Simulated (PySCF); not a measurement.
**SeI and its ions**

UHF-CCSD(T); Se cc-pVDZ-PP with ECP10, I cc-pVDZ-PP with ECP28; scalar-relativistic core potentials (PySCF 2.14). Neutral (UHF): doublet (π ↑), Re = 2.514 Å, ωe = 251 cm⁻¹, De = 1.62 eV.

SeI⁺ (UHF): triplet (π ↑↑), Re = 2.413 Å, ωe = 294 cm⁻¹, De = 2.26 eV to Se⁺ + I. The energies at the minima are -666.76549 hartree for SeI and -666.45955 for SeI⁺.

(1) Work out the adiabatic ionisation energy, without and with harmonic zero-point energies (1 hartree = 27.2114 eV, 1 eV = 8065.5 cm⁻¹), and the change of the bond length.

Correlated steps freeze 8 core orbitals. Correlated levels converge slowly with the basis: in double zeta they bind strong bonds too weakly, by up to about 1 eV, and carry superposition errors of some tenths. Spin–orbit coupling is left out, which matters for elements this heavy, above all for dissociation energies. For an ion De counts to the pair picked by the measured ionisation energies or electron affinities, which need not be the lowest pair at this level. States were picked by a PBE0 search and need not be the measured ground states.

## Answers

(1) At UHF-CCSD(T): 0.30594 hartree = 8.325 eV between the minima; the zero-point term (294.0 − 251.0)/2 cm⁻¹ = +0.003 eV makes it 8.328 eV. Re changes by -10.1 pm against the neutral. The electron leaves a π orbital, and the shorter bond of the ion fits an antibonding orbital, or a change in how ionic the bond is.
